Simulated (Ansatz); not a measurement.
Geometry optimisation, RKS revPBE/def2-SVP in Ansatz.

Input:

```yaml
crystal:
  periodic: [false, false, false]
  atoms:
    - { symbol: B, position_ang: [-0.046989, -0.527686, -0.12918] }
    - { symbol: F, position_ang: [-0.346265, -0.859503, 1.140911] }
    - { symbol: H, position_ang: [1.107399, -0.404033, -0.480438] }
    - { symbol: O, position_ang: [-1.037315, -0.484294, -1.07042] }
    - { symbol: H, position_ang: [-1.916356, -0.649051, -0.67413] }
    - { symbol: "N", position_ang: [-0.178466, 1.951847, 1.057232] }
    - { symbol: H, position_ang: [-1.023984, 2.453791, 0.753826] }
    - { symbol: Si, position_ang: [1.207483, 2.953936, 1.511589] }
    - { symbol: H, position_ang: [2.378617, 2.040354, 1.74549] }
    - { symbol: H, position_ang: [1.476031, 3.893138, 0.36426] }
    - { symbol: H, position_ang: [1.025699, 3.797182, 2.758958] }
    - { symbol: H, position_ang: [-0.445454, 1.187318, 1.712503] }
basis:
  gaussian: { orbitals: def2-SVP }
hamiltonian:
  xc: revpbe
relax:
  f_tol: 0.03
  max_steps: 50
```

Launched with:

```bash
$ ansatz run input.yaml --threads 4 --pin off --max-ram 5120MiB --backend cpu --events-out ev --progress --plain --runs-dir out
```

Question: Where does it end, and by what steps?

Answer: The run converged. After 25 steps the energy has fallen by 0.113 eV; H10 moved furthest, 1.01 Å. Joined: B1–N6 (2.75 → 1.83 Å).

```
step  energy less start (eV)  largest force component (eV/Å)  accepted
   0                  0.0000                           0.725       yes
   1                 -0.0314                           0.319       yes
   2                  0.0889                           1.255        no
   3                 -0.0389                           0.338       yes
   4                 -0.0421                           0.224       yes
   5                 -0.0404                           0.145        no
   6                 -0.0459                           0.054       yes
   7                 -0.0482                           0.057       yes
   8                 -0.0496                           0.104       yes
   9                 -0.0508                           0.079       yes
  10                 -0.0464                           0.505        no
  11                 -0.0540                           0.151       yes
  12                 -0.0560                           0.187       yes
  13                 -0.0563                           0.326       yes
  14                 -0.0604                           0.170       yes
  15                 -0.0597                           0.177        no
  16                 -0.0619                           0.074       yes
  17                 -0.0622                           0.085       yes
  18                 -0.0638                           0.062       yes
  19                 -0.0667                           0.295       yes
  20                 -0.0727                           0.258       yes
  21                 -0.0988                           0.375       yes
  22                 -0.1065                           0.216       yes
  23                 -0.1117                           0.083       yes
  24                 -0.1125                           0.040       yes
  25                 -0.1128                           0.012       yes
```

```xyz
12
Properties=species:S:1:pos:R:3
B 0.004 0.084 0.159
F -0.324 -0.977 1.013
H 1.205 0.200 -0.111
O -0.863 0.289 -0.944
H -1.683 -0.220 -0.812
N -0.272 1.513 1.264
H -1.132 1.957 0.908
Si 1.168 2.629 1.252
H 2.318 1.873 1.836
H 1.398 3.042 -0.166
H 0.868 3.838 2.098
H -0.486 1.126 2.195
```

Whether the end is a true minimum wasn't checked by a vibrational analysis.

Time of the run: 31 s on 4 threads of Arm Neoverse V2 (shared host), peak memory 0.18 GiB.
